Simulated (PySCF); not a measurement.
## Relaxation of singlet [AuS2]+

These are results of HF/[Au def2-SVP with ECP60, S def2-SVP], scalar-relativistic core potentials, density fitting, no spin–orbit coupling, PySCF, not measurements. A (50,194) grid was used.

A start at the PBE0 minimum, of C2v symmetry, held to at least that symmetry:

```xyz
3
charge 1 multiplicity 1, angstrom
Au    0.0000    0.0000   -0.5290
S     1.0143    0.0000    1.6294
S    -1.0143    0.0000    1.6294
```

Task: What does it relax to?

Result: It ends at C2v with Au–S 2.617 Å (×2), S–S 1.944 Å; Au–S–S 68.2° (×2), S–Au–S 43.6°. A frequency run shows a minimum. Other isomers or separated fragments may lie lower.

Task: How much energy is released, and in how many steps?

Result: 19.4 kJ/mol in 6 steps.

Stability towards spin polarisation was not tested. No spin–orbit coupling is included, which matters more the heavier the element.

The relaxation took 9.1 s on 2 threads of a shared Arm Neoverse N1 host, with 68 basis functions and 7 gradients; the process peaked at 0.28 GiB.
